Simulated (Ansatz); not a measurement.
Total energies of Bi8O17H10 from Ansatz at PBE-D4/def2-SVP, gas phase (1 Eh = 27.2114 eV = 2625.5 kJ/mol). The reference geometry is relaxed at PBE-D4/def2-SVP.

```xyz
35

Bi   -1.747   -0.287   -0.725
Bi    1.223    0.296    2.216
Bi    1.809    0.111   -1.815
Bi   -1.191    2.971    1.480
Bi    0.926   -3.103    0.104
Bi   -2.536   -0.666    3.055
Bi   -0.690    2.726   -2.262
Bi    2.148    2.970   -0.026
O    -1.908   -2.130   -2.055
O    -1.796    2.199   -0.442
O    -3.552    0.375   -1.663
O    -0.440    0.603   -2.431
O     1.455    2.596   -2.066
O    -0.067    4.224   -0.353
O     0.586   -1.957   -1.734
O    -2.871   -1.682    1.226
O    -1.256   -3.424    0.181
O     3.595    1.381   -0.712
O     2.798   -1.568   -0.311
O     0.897    2.734    1.901
O     0.984    0.915    0.057
O    -0.874   -1.702    3.791
O    -1.355    0.889    2.150
O     0.567   -1.709    1.626
O     3.359    0.163    1.704
H    -2.522   -1.965   -2.797
H    -3.621    1.285   -1.306
H     0.023    5.196   -0.413
H    -0.373   -2.068   -2.111
H    -2.205   -2.444    0.992
H    -1.655   -3.263   -0.721
H     3.731    0.901    0.166
H     3.553   -1.993   -0.766
H    -0.326   -1.943    2.970
H     3.332   -0.630    1.094
```

```json
{"state": "charge 0 singlet", "geometry": "reference", "energy (Eh)": "-3000.42716"}
{"state": "charge 1 doublet", "geometry": "reference", "energy (Eh)": "-3000.16820"}
{"state": "charge -1 doublet", "geometry": "reference", "energy (Eh)": "-3000.44556"}
{"state": "charge -1 doublet", "geometry": "relaxed at PBE-D4/def2-SVP", "energy (Eh)": "-3000.46865"}
{"state": "free Bi atom (quartet)", "geometry": "–", "energy (Eh)": "-214.63129"}
{"state": "free O atom (triplet)", "geometry": "–", "energy (Eh)": "-74.91467"}
{"state": "free H atom (doublet)", "geometry": "–", "energy (Eh)": "-0.49863"}
```

In the def2 sets Bi takes a core potential; there is no spin–orbit coupling. Single mean-field runs in def2-SVP are fitted with def2-universal-jkfit.

(1) Work out the vertical ionisation energy to the doublet.

(2) Work out the vertical electron affinity, to the doublet.

(3) Give the fundamental gap IE − EA, the Mulliken electronegativity (IE + EA)/2 and the hardness (IE − EA)/2.

(4) How much does the charge -1 doublet relax, and what is the adiabatic electron affinity?

(5) What is the binding energy per atom against free atoms?

(1) E(charge 1 doublet) − E(charge 0 singlet) = -3000.16820 − (-3000.42716) = 0.25896 Eh = 7.05 eV. For comparison, −ε of the highest occupied level is 5.27 eV at this level, 1.78 eV less.

(2) E(charge 0 singlet) − E(charge -1 doublet) = -3000.42716 − (-3000.44556) = 0.01840 Eh = 0.50 eV. The basis lacks diffuse functions, which makes affinities too small.

(3) From the values in Eh: IE − EA = 0.25896 − 0.01840 = 0.24056 Eh = 6.55 eV; (IE + EA)/2 = 3.77 eV; (IE − EA)/2 = 3.27 eV. The HOMO–LUMO gap of the same run is 3.18 eV, 3.37 eV smaller than the fundamental gap.

(4) Relaxation: -3000.44556 − (-3000.46865) = 0.02309 Eh = 0.63 eV. Adiabatic electron affinity: 0.04149 Eh = 1.13 eV, without zero-point energy. Bonds change on the way (1 lost, 0 formed), so the relaxed form is another species. 

(5) Atoms: 8 × (-214.63129) + 17 × (-74.91467) + 10 × (-0.49863) = -2995.58601 Eh. Binding: -2995.58601 − (-3000.42716) = 4.84115 Eh = 131.73 eV, or 3.76 eV for each of 35 atoms (no zero-point energy, no counterpoise term).

At PBE-D4/def2-SVP the gap within one spin of the charge 1 doublet nearly closes, so an electron or hole may be smeared out by delocalisation error. At PBE-D4/def2-SVP the highest occupied level of the charge -1 doublet lies above zero (up to 1.15 eV). By energy differences its removal costs 0.50 eV (vertical, to the charge 0 singlet, at PBE-D4/def2-SVP); self-interaction error and the lack of diffuse functions both raise the level. At PBE-D4/def2-SVP the highest occupied level of the relaxed charge -1 doublet lies above zero (up to 0.36 eV). By energy differences its removal costs 1.13 eV (each at its own geometry, to the charge 0 singlet, at PBE-D4/def2-SVP); self-interaction error and the lack of diffuse functions both raise the level.
